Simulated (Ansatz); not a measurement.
Ta3Te6, relaxed as a doublet with UKS PBE-D4/def2-SVP in Ansatz, starting from a model built from a lattice or polyhedron. Force threshold 0.03 eV/Å.

In the def2 sets Ta, Te take a core potential; there is no spin–orbit coupling. The relaxation made no stability test and no search for a lower SCF solution.

Start:

```tsv
atom	x (Å)	y (Å)	z (Å)
Ta1	-0.0523	1.1578	-1.7658
Ta2	-0.8642	-1.9543	0.0102
Ta3	0.9157	0.7734	1.7554
Te4	-0.1132	2.6049	-3.9612
Te5	1.0536	2.4103	-0.0310
Te6	-1.1318	-0.9598	-2.1497
Te7	0.0675	-1.4351	2.1979
Te8	-1.9194	-4.3679	0.0469
Te9	2.0441	1.7707	3.8973
```

Estimate the energy that the relaxation releases and the steps that it takes.

195.5 kcal/mol, in 42 steps; 15 min on 4 threads of Arm Neoverse V1 on a shared host. No frequencies were taken in this run, so the end may be a saddle point.

Does the start keep its bonding?

Bonds formed: Ta2–Te4, Ta3–Te4 (atoms count from 1).

Predict the relaxed structure.


```xyz
9

Ta   -0.656    1.044   -1.516
Ta   -0.818   -1.346   -0.393
Ta    1.040    0.873    0.989
Te    1.733   -0.351   -1.382
Te   -0.499    2.991    0.340
Te   -3.065   -0.131   -1.381
Te   -0.341   -1.066    2.279
Te   -0.292   -3.646   -1.486
Te    2.899    1.632    2.549
```
Bond lengths (bridged metal pairs left out): 11 × Ta–Te 2.54 to 2.91 Å.
